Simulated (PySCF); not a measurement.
# How methods differ on the excitation energy of Zr²⁺

Zr²⁺ [Kr] 4d2 (3F) → Zr²⁺ [Kr] 4d1 5s1 (3D), as a difference of total energies. All numbers are calculated (PySCF 2.14, scalar relativity by spin-free X2C-1e, in x2c-TZVPPall (8s6p6d2f1g, 79 functions)). Correlated levels: valence: [Kr] frozen. The calculations carry no spin-orbit coupling.

```csv
method,excitation energy (eV)
UHF,2.370
MP2 (valence),2.355
SCS-MP2 (valence),2.365
CCSD (valence),2.346
```

The basis was made for the ground configuration and has no added diffuse functions, so the excitation energy can come out too high.

With two correlated electrons CCSD is exact in that space.
